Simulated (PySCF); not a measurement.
## How methods differ on the ionisation energy of Al⁺

Al⁺ [Ne] 3s2 (1S) → Al²⁺ [Ne] 3s1 (2S), as a difference of total energies. Calculation: PySCF 2.14, in dyall-av3z; the non-relativistic Hamiltonian (point nucleus). Correlated levels: valence: [Ne] frozen; virtual orbitals above 40 to 60 times the deepest correlated orbital energy dropped. The calculations carry no spin-orbit coupling.

| method | ionisation energy (eV) |
| --- | --- |
| UHF | 17.520 |
| MP2 (valence) | 18.299 |
| SCS-MP2 (valence) | 18.454 |
| CCSD (valence) | 18.613 |

Errors of the correlated levels include the incompleteness of this basis and the frozen core.

With two correlated electrons CCSD is exact in that space.

Q: Which method comes closest to the reference value, and which is furthest?

A: The reference is 18.829 eV (measured; NIST Atomic Spectra Database, ionization energies). Closest: CCSD (valence) (error -0.216 eV); furthest: UHF (error -1.309 eV).
